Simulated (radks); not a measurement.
Numerical settings for neutral xenon, [Xe]. All-electron calculation, scalar-relativistic Kohn-Sham, SCAN, spin-polarised, spherical densities, finite nucleus; meta-GGA in the generalised Kohn-Sham scheme; Fermi nuclear charge, rms radius 4.7859 fm. Program: a radial shooting solver on a logarithmic mesh with Libxc functionals. The defaults (mesh step 0.008 in ln r, mesh end at 40 bohr or more with all orbitals vanishing there, Anderson mixing 0.5 over 9 steps, residual threshold near 1e-9 with the energy settled to 1e-9 hartree or 1e-11 of itself, here a cap of 67 iterations) give E = -7448.495 hartree and 5p at -8.576 eV in 14 iterations. Run on one thread of a shared host, so times are rough (Arm Neoverse V2): 0.22 s of CPU time, 0.22 s wall, 14 iterations on 2437 mesh points. Changes against that run (0 stands for a change within the tolerance of the run):

setting                     iterations         converged  E (mhartree)  e(5p) (meV)  CPU (s)
mesh step in ln r 0.03              12               yes         -42.3        +22.6     0.06
mesh step in ln r 0.12               2                no      diverged            -     0.01
mesh step in ln r 0.08               4                no      diverged            -     0.02
mesh end (bohr) 20                  14               yes             0            0     0.21
mesh end (bohr) 1                   14  level above zero     +3.37e+05    +1.01e+06      0.3
residual threshold 0.1              11               yes             0       -0.133     0.18
residual threshold 0.01             11               yes             0       -0.133     0.19
mixing 0.01                         29               yes             0      +0.0102     0.39
linear mixing, mixing 0.05          67                no         +16.4         -137     0.94
linear mixing, mixing 1             23                no      diverged            -     0.42
mixing history 20                   14               yes             0     -0.00355     0.22
iteration cap 3                      3                no         +22.2         +417     0.07

Settled on a wrong energy, with an occupied level pushed above zero by the early mesh end: mesh end (bohr) 1 (+337 hartree). Apart from these: settings that end as converged yet miss the energy by more than 1 mhartree: mesh step in ln r 0.03 (-0.0423 hartree). A mesh that ends early acts as a hard wall.
